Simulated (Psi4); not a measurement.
Which level was it?

CH5O2Sc has 9 atoms, charge 0, and is taken as a singlet. As SMILES, `[CH3][Sc]([OH])[OH]`. Geometry: optimised at PBE0/def2-TZVP. This is one conformer, not always the lowest.

```xyz
9

C    -0.0774    1.0386   -1.1845
Sc    0.0142   -0.3942    0.4839
O     1.3456   -1.6980    0.3747
O    -1.2139   -0.1445    1.8673
H     0.1169    0.5656   -2.1552
H     0.6901    1.8173   -1.0680
H    -1.0401    1.5579   -1.2556
H     1.9869   -2.3944    0.4762
H    -1.7869   -0.1518    2.6276
```

A calculation with Psi4 1.11 gave:

The total energy is -952.0795 Eh and the dipole moment is 2.13 D. The HOMO energy is -6.62 eV, the LUMO energy is -1.51 eV and the HOMO–LUMO gap is 5.11 eV.

Problem. Which of these levels gave the numbers?
A. r2SCAN-D4/def2-TZVPP (density fitting)
B. PBE0-D4/def2-TZVPP (density fitting)
C. B3LYP-D4/def2-TZVPP (density fitting)
D. PBE-D4/def2-TZVPP (density fitting)

Solution. B. The others give -952.0474 Eh (PBE-D4/def2-TZVPP (density fitting)), -952.3497 Eh (r2SCAN-D4/def2-TZVPP (density fitting)), -952.5145 Eh (B3LYP-D4/def2-TZVPP (density fitting)).
